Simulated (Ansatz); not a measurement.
The lowest doublet and quartet of NO (SMILES [N]=O); geometries from B3LYP-D3(BJ)/def2-TZVP, each state relaxed from the structure named, with no frequency check.
Doublet (charge 0, multiplicity 2):
```xyz
2

N      0.000     0.000    -0.611
O      0.000     0.000     0.534
```
Quartet (charge 0, multiplicity 4):
```xyz
2

N      0.000     0.000    -0.757
O      0.000     0.000     0.663
```

A positive gap puts the quartet lower; no zero-point energy. U- takes an unrestricted doublet. The quartet is unrestricted in single-reference levels. Active spaces average the two states.

Frozen-core correlation.

Run with Ansatz (an electronic-structure program) with Gaussian orbitals. Values without a source in brackets are computed.

Q: Estimate the gap E(doublet) − E(quartet), adiabatic that U-CCSDT/cc-pVDZ returns for this input.

A: -103.4 kcal/mol

Q: What gap E(doublet) − E(quartet), adiabatic does U-wB97M-V/def2-TZVPP give?

A: -109.6 kcal/mol

Q: Give the gap E(doublet) − E(quartet), adiabatic at the level SA-CASSCF(11,8)/cc-pVDZ.

A: -105.2 kcal/mol
